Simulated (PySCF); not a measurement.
First SCF of a structure search on quartet FeCl₅, at a hand-made trigonal bipyramidal geometry. PySCF input:

```python
from pyscf import gto, scf, dft
mol = gto.M(atom='''
Fe     0.000000     0.000000     0.000000
Cl     0.000000     0.000000     2.150000
Cl     0.000000     0.000000    -2.150000
Cl     2.150000     0.000000     0.000000
Cl    -1.075000     1.862000     0.000000
Cl    -1.075000    -1.862000     0.000000''',
    basis={'Fe': 'def2-SVP', 'Cl': 'def2-SVP'},
    charge=0, spin=3)
mf = dft.UKS(mol, xc='PBE0')
mf.grids.atom_grid = (50, 194)
aux = {'Fe': 'def2-universal-JKFIT', 'Cl': 'def2-universal-JKFIT'}
mf = mf.density_fit(auxbasis=aux)
mf.conv_tol = 1e-08
mf.diis_space = 10
mf.max_cycle = 60
mf.init_guess = 'minao'
mf.verbose = 4
mf.kernel()
```

Excerpt of the output (cycles alone); where DIIS stalls, ADIIS, DIIS with a small level shift and a second-order solver take over in turn:

```
init E= -3561.84803948208
cycle= 1 E= -3551.88235699015  delta_E= 9.97  |g|= 3.62  |ddm|= 6.92
cycle= 2 E= -3517.62648345633  delta_E= 34.3  |g|= 7.76  |ddm|= 21.3
cycle= 3 E= -3550.76856376683  delta_E= -33.1  |g|= 4.41  |ddm|= 18.1
cycle= 4 E= -3555.81779852707  delta_E= -5.05  |g|= 3.72  |ddm|= 2.68
cycle= 5 E= -3556.01658842311  delta_E= -0.199  |g|= 3.71  |ddm|= 2.53
cycle= 6 E= -3558.214573286  delta_E= -2.2  |g|= 3.31  |ddm|= 2.19
cycle= 7 E= -3557.92771207595  delta_E= 0.287  |g|= 3.28  |ddm|= 2.55
cycle= 8 E= -3560.15289633578  delta_E= -2.23  |g|= 2.64  |ddm|= 2.22
cycle= 9 E= -3560.25497059541  delta_E= -0.102  |g|= 2.62  |ddm|= 0.722
cycle= 10 E= -3560.30376076042  delta_E= -0.0488  |g|= 2.64  |ddm|= 0.781
cycle= 11 E= -3560.18463927136  delta_E= 0.119  |g|= 2.69  |ddm|= 1.18
cycle= 12 E= -3549.20506712699  delta_E=   11  |g|= 3.91  |ddm|= 7.81
cycle= 13 E= -3559.38696951894  delta_E= -10.2  |g|= 3.02  |ddm|=  7.9
... 38 lines left out ...
cycle= 52 E= -3559.60781161439  delta_E= 0.0971  |g|= 2.83  |ddm|= 0.512
cycle= 53 E= -3559.45668440978  delta_E= 0.151  |g|= 2.86  |ddm|= 0.598
cycle= 54 E= -3559.69208339992  delta_E= -0.235  |g|= 2.79  |ddm|= 0.363
cycle= 55 E= -3559.69313752654  delta_E= -0.00105  |g|= 2.79  |ddm|= 0.314
cycle= 56 E= -3559.66455490752  delta_E= 0.0286  |g|= 2.75  |ddm|= 1.48
cycle= 57 E= -3546.79092836258  delta_E= 12.9  |g|= 4.36  |ddm|= 11.4
cycle= 58 E= -3559.6742077107  delta_E= -12.9  |g|= 2.84  |ddm|= 11.4
cycle= 59 E= -3558.56544278374  delta_E= 1.11  |g|= 2.94  |ddm|= 1.71
cycle= 60 E= -3561.10645597862  delta_E= -2.54  |g|= 2.09  |ddm|= 2.06
SCF not converged.
init E= -3561.84803948208
cycle= 1 E= -3551.88235699015  delta_E= 9.97  |g|= 3.62  |ddm|= 6.92
cycle= 2 E= -3517.62648345633  delta_E= 34.3  |g|= 7.76  |ddm|= 21.3
cycle= 3 E= -3553.14512684223  delta_E= -35.5  |g|= 4.09  |ddm|= 19.6
cycle= 4 E= -3562.44473636126  delta_E= -9.3  |g|= 0.786  |ddm|= 3.61
cycle= 5 E= -3557.76455456699  delta_E= 4.68  |g|= 3.27  |ddm|= 3.04
cycle= 6 E= -3562.16714832895  delta_E= -4.4  |g|= 1.25  |ddm|= 2.58
cycle= 7 E= -3561.33443170349  delta_E= 0.833  |g|= 2.14  |ddm|= 1.85
cycle= 8 E= -3562.67344646348  delta_E= -1.34  |g|= 0.627  |ddm|= 1.45
cycle= 9 E= -3562.69185571918  delta_E= -0.0184  |g|= 0.488  |ddm|= 1.38
cycle= 10 E= -3562.48986536543  delta_E= 0.202  |g|= 0.992  |ddm|= 0.874
cycle= 11 E= -3562.85682342311  delta_E= -0.367  |g|= 0.0402  |ddm|= 0.574
cycle= 12 E= -3562.85492694537  delta_E= 0.0019  |g|= 0.149  |ddm|= 0.19
cycle= 13 E= -3562.83560680523  delta_E= 0.0193  |g|= 0.289  |ddm|= 0.223
cycle= 14 E= -3562.86395022304  delta_E= -0.0283  |g|= 0.0579  |ddm|= 0.197
cycle= 15 E= -3562.85197526132  delta_E= 0.012  |g|= 0.148  |ddm|= 0.303
cycle= 16 E= -3562.86790162797  delta_E= -0.0159  |g|= 0.0295  |ddm|= 0.191
cycle= 17 E= -3562.86698158904  delta_E= 0.00092  |g|= 0.0613  |ddm|= 0.148
cycle= 18 E= -3562.8695169746  delta_E= -0.00254  |g|= 0.0211  |ddm|= 0.105
cycle= 19 E= -3562.86717751322  delta_E= 0.00234  |g|= 0.0874  |ddm|= 0.107
cycle= 20 E= -3562.86995283003  delta_E= -0.00278  |g|= 0.0281  |ddm|= 0.06
SCF not converged.
init E= -3562.86995283003
cycle= 1 E= -3562.86732418444  delta_E= 0.00263  |g|= 0.0936  |ddm|= 0.0842
cycle= 2 E= -3562.8164877428  delta_E= 0.0508  |g|=  0.4  |ddm|= 0.273
cycle= 3 E= -3562.86686849376  delta_E= -0.0504  |g|= 0.0953  |ddm|= 0.166
cycle= 4 E= -3562.87052786068  delta_E= -0.00366  |g|= 0.0187  |ddm|= 0.0516
cycle= 5 E= -3562.8707937121  delta_E= -0.000266  |g|= 0.00555  |ddm|= 0.0251
cycle= 6 E= -3562.87087730828  delta_E= -8.36e-05  |g|= 0.00319  |ddm|= 0.0199
cycle= 7 E= -3562.87092740078  delta_E= -5.01e-05  |g|= 0.00213  |ddm|= 0.0162
cycle= 8 E= -3562.87096064438  delta_E= -3.32e-05  |g|= 0.00147  |ddm|= 0.0137
cycle= 9 E= -3562.87099002022  delta_E= -2.94e-05  |g|= 0.00134  |ddm|= 0.0148
cycle= 10 E= -3562.87101083945  delta_E= -2.08e-05  |g|= 0.00112  |ddm|= 0.0125
cycle= 11 E= -3562.8710284247  delta_E= -1.76e-05  |g|= 0.00118  |ddm|= 0.0129
cycle= 12 E= -3562.87104298441  delta_E= -1.46e-05  |g|= 0.00154  |ddm|= 0.0137
cycle= 13 E= -3562.87105099714  delta_E= -8.01e-06  |g|= 0.0011  |ddm|= 0.00793
cycle= 14 E= -3562.87105840072  delta_E= -7.4e-06  |g|= 0.00153  |ddm|= 0.013
cycle= 15 E= -3562.87106269133  delta_E= -4.29e-06  |g|= 0.00114  |ddm|= 0.00869
cycle= 16 E= -3562.87106479852  delta_E= -2.11e-06  |g|= 0.000594  |ddm|= 0.0049
cycle= 17 E= -3562.87106553942  delta_E= -7.41e-07  |g|= 0.000517  |ddm|= 0.00322
cycle= 18 E= -3562.87106590699  delta_E= -3.68e-07  |g|= 0.000365  |ddm|= 0.00213
cycle= 19 E= -3562.87106606756  delta_E= -1.61e-07  |g|= 0.000298  |ddm|= 0.00151
cycle= 20 E= -3562.87106615121  delta_E= -8.36e-08  |g|= 0.000209  |ddm|= 0.00088
cycle= 21 E= -3562.87106619101  delta_E= -3.98e-08  |g|= 0.000123  |ddm|= 0.000496
cycle= 22 E= -3562.87106620533  delta_E= -1.43e-08  |g|= 7.9e-05  |ddm|= 0.000348
cycle= 23 E= -3562.8710662111  delta_E= -5.77e-09  |g|= 5.5e-05  |ddm|= 0.000257
Extra cycle  E= -3562.87106619748  delta_E= 1.36e-08  |g|= 0.000178  |ddm|= 0.000361
converged SCF energy = -3562.87106619748  <S^2> = 4.2765454  2S+1 = 4.2551359
```

This is not the lowest solution: another start and a stability analysis within the same unrestricted form found one 16.8 kJ/mol lower, at -3562.87748 Eh.

Open d and f shells are described by one determinant, and the ground state may have another occupation or spin.

The search for the lowest solution, 3 starts and the stability check together, took 2.5 min on 2 threads of a shared Arm Neoverse V1 host, with 121 basis functions; the process peaked at 0.81 GiB. Launch command: `OMP_NUM_THREADS=2 python axn.py task.json out`.
